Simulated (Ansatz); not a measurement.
`CBN[SiH3]` + `C[NH][Al]([OH])[SH]` → `CBN[SiH2]C` + `[NH2][Al]([OH])[SH]`  (redistribution)

Program: Ansatz. Geometries: PBE0-D4/def2-TZVP. ΔE: electronic, gas phase. CCSD(T)/CBS adds triple-zeta CCSD(T) − MP2 to the extrapolated MP2 energy (def2 sets, frozen cores). Functionals use def2-TZVPP. HSE06 is defined as in plane-wave codes. One conformer a species, not always the lowest.

`CBN[SiH3]`:

Cartesian coordinates in Å:
```
C 1.400 -0.054 0.919
B 0.851 -0.781 -0.357
N -0.416 -0.496 -0.900
Si -1.582 0.657 -0.311
H 1.627 -0.792 1.696
H 0.739 0.699 1.357
H 2.355 0.431 0.690
H 1.518 -1.616 -0.908
H -0.684 -1.016 -1.723
H -2.019 0.334 1.072
H -2.755 0.595 -1.220
H -1.034 2.038 -0.314
```

`C[NH][Al]([OH])[SH]`:

Z-matrix (Å, degrees):
```
C
N 1 1.447
H 1 1.096 2 112.4
H 1 1.096 2 112.4 3 121.8
H 1 1.093 2 110.2 3 -119.1
Al 2 1.757 1 128.0 3 119.3
H 2 1.008 1 112.5 3 -60.7
S 6 2.189 2 118.0 1 0.1
O 6 1.692 2 118.2 1 -180.0
H 8 1.344 6 93.3 2 -179.9
H 9 0.954 6 125.6 2 -179.8
```

`CBN[SiH2]C`:

```xyz
15

C    -1.685    0.876   -0.687
B    -0.614    1.591    0.210
N     0.672    1.066    0.426
Si    1.353   -0.417   -0.200
C     0.584   -1.931    0.570
H    -2.082    1.575   -1.431
H    -1.341   -0.016   -1.216
H    -2.545    0.589   -0.070
H    -0.889    2.631    0.750
H     1.280    1.608    1.023
H     1.186   -0.468   -1.676
H     2.807   -0.367    0.113
H    -0.490   -1.966    0.370
H     1.035   -2.840    0.165
H     0.728   -1.931    1.653
```

`[NH2][Al]([OH])[SH]`:

```xyz
8

N    -1.375   -0.666    0.345
Al    0.158    0.134    0.008
O     1.253   -0.391   -1.171
S     0.716    1.900    1.155
H    -1.725   -1.484   -0.124
H    -2.030   -0.358    1.045
H     1.128   -1.148   -1.739
H     1.874    2.014    0.481
```

| level | ΔE (eV) |
| --- | --- |
| r2SCAN0-D4 | -0.97 |
| HSE06-D4 | -0.92 |

(1) What does CCSD(T)/CBS give? (Estimate.)

Largest T1 diagnostic among the species: 0.012.

Results:

(1) Computed: -0.95 eV. The listed levels differ from it by -0.02, 0.03 eV.

In def2-TZVPP, CCSD(T) changes the Hartree–Fock value by −0.07 eV (the triples alone add −0.01 eV) and MP2 by −0.12 eV. Leaving LDA and LC-ωPBE aside and taking each functional with its dispersion term where it has one, the values, not all of them listed here, spread over 0.10 eV, from B97M-V to BLYP-D4.
